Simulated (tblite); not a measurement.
Species: C₈H₁₁FSi.
Structure used (GFN2-xTB), in Å, numbered top down from 1:
```
atom  x, y, z in Å
C1     3.2846   -0.1391    0.4709
C2     2.2286   -0.7699   -0.0102
C3     1.2321   -0.1633   -0.9323
Si4   -0.3759    0.2554    0.0222
C5    -0.0628    1.5193    1.4050
C6    -1.3941   -1.2633    0.4966
C7    -2.5412   -1.2750   -0.1951
C8    -2.7786   -0.1748   -1.1142
C9    -1.7963    0.7293   -1.1577
F10   -1.8525    1.8176   -1.9532
H11    3.5088    0.8777    0.1922
H12    3.9732   -0.6095    1.1515
H13    2.0230   -1.7897    0.2866
H14    1.0020   -0.8578   -1.7403
H15    1.6376    0.7462   -1.3744
H16    0.2723    2.4670    0.9946
H17    0.7096    1.1571    2.0761
H18   -0.9589    1.7050    1.9883
H19   -1.1458   -2.0426    1.1970
H20   -3.2899   -2.0492   -0.1068
H21   -3.6845   -0.1233   -1.6974
```

Computed with GFN2-xTB (tblite): harmonic, unscaled wavenumbers at the GFN2-xTB geometry, gas phase. Against measured fundamentals such values can be off by several per cent, at times by over 20. One conformer, not necessarily the lowest.

Harmonic wavenumbers (cm⁻¹): 29.4, 58.1, 81.6, 89.8, 100.5, 127.0, 158.7, 210.6, 244.3, 337.2, 384.9, 398.4, 418.4, 430.3, 568.3, 616.2, 643.4, 723.3, 733.0, 760.1, 779.0, 811.8, 828.1, 854.8, 867.3, 883.3, 912.6, 954.2, 1020.3, 1030.0, 1049.9, 1102.5, 1176.7, 1187.6, 1202.7, 1233.9, 1295.2, 1320.1, 1359.9, 1411.4, 1454.0, 1470.0, 1471.5, 1553.9, 1634.8, 1709.5, 2983.8, 2995.8, 3043.2, 3047.4, 3050.4, 3058.2, 3065.2, 3095.2, 3098.6, 3102.6, 3125.9.

A = 1808, B = 738.3, C = 663.8 MHz; mass 154.061 u (most abundant isotopes); point group C1, symmetry number 1.

Q: Zero-point energy?

A: Half the sum of the wavenumbers: 35677 cm⁻¹ = 102.01 kcal/mol.

Q: Give the ideal-gas entropy at 298.15 K and 1 bar in the rigid-rotor, harmonic-oscillator model (classical rotation).

A: Translation 41.03, rotation 30.27, vibration 39.74: S = 111.0 cal/(mol K).

Q: And Cp and H(298.15 K) − H(0)?

A: Cp = 45.42 cal/(mol K), of which vibrations give 37.47 (their classical limit is 57 R = 113.3); H(298.15 K) − H(0) = 8.28 kcal/mol without the zero-point energy, 5.91 from vibrations.

Q: What must be added to the electronic energy to get the Gibbs energy at 298.15 K and 1 bar?

A: ZPE + [H(298.15 K) − H(0)] − T·S = 102.01 + 8.28 − 33.11 = 77.18 kcal/mol.

Q: Which modes carry the vibrational entropy at 298.15 K?

A: 29.4 cm⁻¹: 5.87; 58.1 cm⁻¹: 4.52; 81.6 cm⁻¹: 3.85; 89.8 cm⁻¹: 3.66; 100.5 cm⁻¹: 3.44; 127.0 cm⁻¹: 2.99 cal/(mol K); the other 51 give 15.40 together.

Q: How do the functions run with temperature in this model?

A: 
| T (K) | S (cal/(mol K)) | Cp (cal/(mol K)) | H − H(0) (kcal/mol) | G − H(0) (kcal/mol) | ln q(vib) |
| --- | --- | --- | --- | --- | --- |
| 150 | 86.5 | 28.2 | 2.84 | -10.14 | 4.87 |
| 250 | 103.6 | 39.7 | 6.23 | -19.66 | 8.40 |
| 400 | 126.0 | 56.7 | 13.49 | -36.91 | 13.38 |
| 600 | 152.4 | 73.3 | 26.60 | -64.82 | 19.68 |
| 900 | 185.3 | 88.8 | 51.12 | -115.64 | 28.36 |

q(vib) and H(0) count from the zero-point level.

Q: Blend soft modes into free rotors: weight 1/[1 + (100 cm⁻¹/ν̃)⁴] for the oscillator and the rest for a rotor with moment μB/(μ + B), μ = h/(8π²ν), B = 10⁻⁴⁴ kg m². What vibrational entropy results?

A: 35.57 cal/(mol K) in place of 39.74, which changes −T·S at 298.15 K by +1.24 kcal/mol.

Hindered rotation and anharmonicity are outside this model. Other conformers, if any are populated, would add a mixing term that is left out. The structure is chiral; the term R ln 2 for an equal mix with its mirror image is left out.
